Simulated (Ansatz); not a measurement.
Reaction (cleavage of the Sn–Si bond): `[SiH3][SnH3]` + `C=N` → `C=[N][SnH3]` + SiH₄

Gas-phase electronic energies from Ansatz, PBE0-D4/def2-TZVP geometries. CBS: MP2 limit from def2 TZ/QZ plus the TZ coupled-cluster correction, frozen cores. This one scheme is used for every species. Functionals use def2-TZVPP. def2 core potentials past Kr. For Sn outer-core shells are correlated without core-valence functions, which leaves a few kJ/mol of doubt a bond.

`[SiH3][SnH3]`:

Cartesian coordinates in Å:
```
Si 0.030 0.493 1.219
Sn -0.028 -0.467 -1.154
H -0.515 1.876 1.226
H 1.428 0.527 1.724
H -0.788 -0.349 2.132
H -1.630 -0.524 -1.743
H 0.607 -2.052 -1.183
H 0.896 0.496 -2.220
```

`C=N`:

```xyz
5

C     0.332   -0.189   -0.077
N    -0.840   -0.127    0.382
H     0.865    0.643   -0.551
H     0.875   -1.134   -0.009
H    -1.233    0.807    0.255
```

`C=[N][SnH3]`:

Z-matrix (Å, degrees):
```
Sn
N 1 2.056
H 1 1.716 2 108.3
H 1 1.703 2 107.1 3 -120.4
H 1 1.703 2 107.1 3 120.4
C 2 1.258 1 119.1 3 -0.0
H 6 1.104 2 125.8 1 -0.0
H 6 1.099 2 119.5 1 -180.0
```

SiH₄:

```xyz
5

Si    0.000    0.000    0.000
H    -0.344   -0.851    1.167
H    -0.381   -0.700   -1.252
H     1.461    0.264   -0.006
H    -0.735    1.287    0.091
```

```
       species  B2PLYP energy (Eh)
`[SiH3][SnH3]`          -507.03843
         `C=N`           -94.58848
 `C=[N][SnH3]`          -309.85480
          SiH₄          -291.75980
```

Task: Work out ΔE.

Result: ΔE = (-309.85480) + (-291.75980) − (-507.03843) − (-94.58848) = 0.01231 Eh = +0.33 eV. CCSD(T)/CBS gives +0.38 eV.

Largest T1 diagnostic among the species: 0.014.

Leaving LDA and LC-ωPBE aside and taking each functional with its dispersion term where it has one, the values, not all of them listed here, spread over 0.17 eV, from BLYP-D4 to HSE06-D4. From r2SCAN to r2SCAN0 (25 % exact exchange), in def2-TZVPP and without D4, ΔE moves by +0.05 eV.
